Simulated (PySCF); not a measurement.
Input of a run (PBE0-D3(BJ)/def2-SVP geometry optimisation, gas phase (PySCF 2.14.0)), started from GFN2-xTB:
```
{"job": {"xc": "PBE0", "basis": "def2-SVP", "d3": "d3bj", "grid": 1, "shake": 0.01, "kind": "geom"}, "charge": 0, "multiplicity": 1}
C     -1.105170    -1.346760     0.803990
C     -0.879560    -0.041170     0.008240
C     -1.740090    -0.043430    -1.275470
C     -1.199050     1.183220     0.858600
C      0.591070     0.030030    -0.425470
S      1.724050     0.053020     1.029320
C      3.274830     0.136210     0.073480
F      3.332230     1.238060    -0.701350
F      3.405560    -0.901550    -0.732030
F      4.319260     0.159960     0.885590
H     -0.870050    -2.197130     0.216070
H     -2.169400    -1.394440     1.079200
H     -0.559990    -1.318620     1.701720
H     -2.791540    -0.089350    -1.004050
H     -1.555980     0.853330    -1.845320
H     -1.476930    -0.884910    -1.881900
H     -2.281780     1.162500     1.134000
H     -0.648160     1.199840     1.779790
H     -1.047220     2.093610     0.315930
H      0.761290     0.960260    -0.968880
H      0.845450    -0.830420    -1.028440
```

Output (energies in Eh, forces in Eh/bohr):
```
step   0  E = -931.77738921  max force = 0.037605
step   1  E = -931.78502026  max force = 0.005482
step   2  E = -931.78529543  max force = 0.001955
step   3  E = -931.78532602  max force = 0.000694
step   4  E = -931.78533527  max force = 0.000722
step   5  E = -931.78534294  max force = 0.001512
step   6  E = -931.78535483  max force = 0.001312
step   7  E = -931.78537592  max force = 0.000479
step   8  E = -931.78540291  max force = 0.000574
step   9  E = -931.78544633  max force = 0.001513
step  10  E = -931.78546830  max force = 0.001697
step  11  E = -931.78547929  max force = 0.000867
step  12  E = -931.78547974  max force = 0.000243
optimisation converged
```

Summarise the run.

The energy falls by 21.2 kJ/mol over 13 energy and gradient evaluations, the largest force component goes from 0.0376 to 2.4e-04 Eh/bohr, and the atoms move by 0.039 Å rms after alignment. The bond that changes most is C1–H13 (methyl carbon to methyl hydrogen), which lengthens by 0.050 Å. Bonds longer at the end by more than 0.005 Å: 11 of 20; shorter: 6. Among the angles that change most is H11–C1–H13, from 112.3° to 107.6°. The energy never rose by more than 1e-6 Eh on the way. The first step brought 94 % of the lowering.

What are the final bond lengths?

C1–C2 1.530 Å, C2–C3 1.531 Å, C2–C4 1.530 Å, C2–C5 1.536 Å, C5–S6 1.825 Å, S6–C7 1.802 Å, C7–F8 1.335 Å, C7–F9 1.335 Å, C7–F10 1.327 Å, C1–H11 1.102 Å, C1–H12 1.101 Å, C1–H13 1.101 Å, C3–H14 1.101 Å, C3–H15 1.101 Å, C3–H16 1.101 Å, C4–H17 1.101 Å, C4–H18 1.101 Å, C4–H19 1.101 Å, C5–H20 1.101 Å, C5–H21 1.101 Å. Numbering counts from 1 in the input's order; the species is `CC(C)(C)CSC(F)(F)F`.

The run used 199 basis functions and 81 SCF cycles in all. Hardware: one thread, Arm Neoverse V2 (aarch64), shared host with 96 logical CPUs at a one-minute load of 48. Cost: 5.1 min of wall time, 0.88 GiB resident at most.

No PBE0-D3(BJ)/def2-SVP frequencies stand behind this structure, so it isn't proved a minimum. One conformer, not necessarily the lowest.

The values belong to the conformer `[CH3:1][C:2]([CH3:3])([CH3:4])[CH2:5][S:6][C:7]([F:8])([F:9])[F:10]`: C1–C2–C5–S6 -62°, C2–C5–S6–C7 179°, C5–S6–C7–F8 60°.
